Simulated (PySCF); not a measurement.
ZnH⁺: frontier orbitals

r²SCAN at R = 1.538 Å; Zn pcseg-1, H pcseg-1; no relativity (PySCF 2.14). State: ¹Σ⁺ (singlet), closed shell. Only the outer orbitals are listed, counted within each symmetry.

```json
{"orbital": "6σ", "occ.": "2", "ε (eV)": "-20.63", "on Zn (%)": "95", "main shells (%)": "94 Zn d"}
{"orbital": "3π", "occ.": "2", "ε (eV)": "-20.25", "on Zn (%)": "100", "main shells (%)": "100 Zn d"}
{"orbital": "3π", "occ.": "2", "ε (eV)": "-20.25", "on Zn (%)": "100", "main shells (%)": "100 Zn d"}
{"orbital": "1δ", "occ.": "2", "ε (eV)": "-20.23", "on Zn (%)": "100", "main shells (%)": "100 Zn d"}
{"orbital": "1δ", "occ.": "2", "ε (eV)": "-20.23", "on Zn (%)": "100", "main shells (%)": "100 Zn d"}
{"orbital": "7σ", "occ.": "2", "ε (eV)": "-15.68", "on Zn (%)": "60", "main shells (%)": "50 Zn s, 40 H s"}
{"orbital": "8σ", "occ.": "0", "ε (eV)": "-10.78", "on Zn (%)": "76", "main shells (%)": "46 Zn s, 29 Zn p, 24 H s"}
{"orbital": "4π", "occ.": "0", "ε (eV)": "-6.08", "on Zn (%)": "100", "main shells (%)": "100 Zn p"}
{"orbital": "4π", "occ.": "0", "ε (eV)": "-6.08", "on Zn (%)": "100", "main shells (%)": "100 Zn p"}
```

Question: Which are the highest filled and the lowest empty level, where do they sit, and how wide is the gap?

Answer: Highest filled 7σ at -15.68 eV (in %: 50 Zn s, 40 H s); lowest empty 8σ at -10.78 eV (in %: 46 Zn s, 29 Zn p, 24 H s); the gap at r²SCAN is 4.90 eV.

```json
{
  "bond order (Mayer)": "1.01",
  "⟨S²⟩": "0.000",
  "charge on Zn (Mulliken, basis-dependent)": "0.91",
  "charge on Zn (Löwdin, basis-dependent)": "0.97",
  "dipole moment (positive dipole points towards H; it is taken about the centre of mass and depends on that origin)": "-1.46 D"
}
```
